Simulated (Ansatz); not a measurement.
# An elementary step

Start structure (CH6OSn, singlet), relaxed at PBE0-D4/def2-TZVP:

Sn1  (-1.130, 0.913, 0.171)
H2  (-1.866, 0.408, -1.287)
O3  (0.063, -0.536, 0.760)
C4  (1.105, -0.945, -0.085)
H5  (0.741, -1.337, -1.046)
H6  (-2.226, 1.083, 1.457)
H7  (-0.163, 2.300, -0.082)
H8  (1.657, -1.749, 0.412)
H9  (1.819, -0.137, -0.300)
(Å)

The step: CH₆OSn ([CH3][O][SnH3]) → CH₄OSn ([CH2][O][SnH2]) + H₂; bonds formed: H2–H5; bonds broken: Sn1–H2, C4–H5; bonds weakened to dative contacts: Sn1–O3. Ansatz 0.2.0; basis: def2-TZVPP and def2-QZVPP; cores frozen in the correlated methods. Filled d shells of the heavier atoms are correlated. Core potentials replace the inner electrons of the atoms past krypton. The def2 sets are not built for correlating such inner shells, so the correlated values are less sure here. Extrapolation: Hartree–Fock as exp(−7.88 √X), correlation as X^−2.97. Energies below are by CCSD(T) at an estimated basis limit (MP2 extrapolated from triple and quadruple zeta, plus CCSD(T) − MP2 in triple zeta).

(1) What are the electronic barrier and the energy of the step, from the start structure to the end structure? (To be estimated.)

T1 diagnostic: at most 0.023. The restricted Hartree–Fock reference is unstable towards an unrestricted one at one or more of these structures.

Results:

(1) By the calculation: Barrier 2.336 eV; step energy 1.598 eV (uphill); reverse barrier, their difference, 0.738 eV. Barrier and step energy count from the start structure, the reverse barrier from the end structure.

The saddle point: One imaginary mode of 596i cm⁻¹.
```csv
pair,start (Å),saddle (Å),end (Å)
H2–H5,3.15,0.86,0.75
Sn1–H2,1.71,2.22,3.50
Sn1–O3,1.97,2.11,2.40
C4–H5,1.10,1.65,3.27
```

Zero-point energy (harmonic, PBE0-D4): ZPE is 1.672 eV at the start and 1.509 eV at the saddle, so the barrier goes from 2.336 to 2.174 eV.

First-order rate constant out of the start structure at 498 K by transition-state theory, with harmonic vibrational free energies alone and no tunnelling: ΔA‡ = 2.235 eV, so k = (kB T/h) exp(−ΔA‡/kB T) ≈ 10^-10 s⁻¹ (an order of magnitude at best: rotation, the number of equivalent paths and anharmonicity are left out).

Labels in which every atom is bracketed show which atoms are joined, not bond orders.

For scale, one of the runs: CCSD(T)/def2-TZVPP, 196 basis functions, launched by `ansatz run in.yaml --threads 4 --pin off --events-out ev --progress --plain --max-ram 9574MiB`. Hardware: 4 CPU threads of an Arm Neoverse N1, shared host. Wall time 100 s; peak host memory 2.6 GiB.
